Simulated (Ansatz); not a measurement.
Ansatz (an electronic-structure program) input (RI-MP2/def2-QZVPPD):
A basis named .json is the Basis Set Exchange file of that set.

Ansatz 0.2 input:
```yaml
crystal:
  periodic: [false, false, false]
  atoms:
    - {symbol: Fe, position_ang: [0.00000000, 0.00000000, 0.00000000]}
    - {symbol: F, position_ang: [0.00000000, 0.00000000, 1.75867344]}
    - {symbol: F, position_ang: [-0.00000000, -0.00000000, -1.75867344]}
basis:
  gaussian:
    orbitals: def2-QZVPPD.json
    fitting: {mean_field: def2-universal-jkfit, correlation: def2-QZVPPD-RIFIT.json}
total_charge: 1
magnetization: {spin_polarized: true, initial_magnetization: 5}
correlation: {method: mp2, electrons: outside_noble_gas}
```

End of the output:

```
integrals: 0.23 GiB planned
418 factors; integrals over basis functions are off by at most 1.4e0 eV
623 factors; integrals over basis functions are off by at most 7.1e-1 eV
mean field: 0.74 GiB planned
mean field evaluation 1: about -39753.6877 eV, gradient 4.8e1 eV
mean field evaluation 2: about -39755.5132 eV, gradient 4.4e1 eV
mean field evaluation 4: about -39760.8371 eV, gradient 3.4e0 eV
mean field evaluation 8: about -39760.9984 eV, gradient 1.2e-3 eV
mean field evaluation 16: about -39760.5378 eV, gradient 8.4e0 eV
mean field -39760.99839839 eV, -1461.1897401680 hartree, gradient 1.5e-6 eV, S^2 8.764902; 0 other end points of the search recorded, 0 dependent functions left out
11 core orbitals not correlated
reference -39760.99839839 eV, -1461.1897401680 hartree; 13, 8 occupied and 208, 213 virtual orbitals, 623 factors
second order -19.78397660 eV of doubles, -0.00000000 eV of singles
Total energy: -39780.78237498 eV, -1461.9167878979 hartree
```

This state (charge 1, sextet) is run at the relaxed geometry of the species with charge 0 and multiplicity 5.
